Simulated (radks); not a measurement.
Charge is removed step by step from the 3d level of Ba, starting from [Xe] 6s2. All-electron calculation, scalar-relativistic Kohn-Sham, r2SCAN, spin-unpolarised, spherical densities, finite nucleus; meta-GGA in the generalised Kohn-Sham scheme; Fermi nuclear charge, rms radius 4.8378 fm. Program: a radial shooting solver on a logarithmic mesh with Libxc functionals. At the starting occupation the eigenvalue is -770.80 eV. Estimate the energy to remove one whole electron from this level, the eigenvalue at the end, and how far E(n) bends from a straight line.

Answer. Delta-SCF 796.31 eV; final eigenvalue -823.87 eV; the deviation from the straight line is -6.629 eV at 0.5 electron removed, the largest on the grid computed. Slater's transition state (half an electron removed) gives 796.96 eV. Integrating minus the eigenvalue over the occupation (Janak's theorem) gives 797.09 eV. In this scalar-relativistic scheme the density is built from large components alone, so the theorem holds only approximately. The mean slope of the eigenvalue, de/dn, is 53.1 eV per electron.
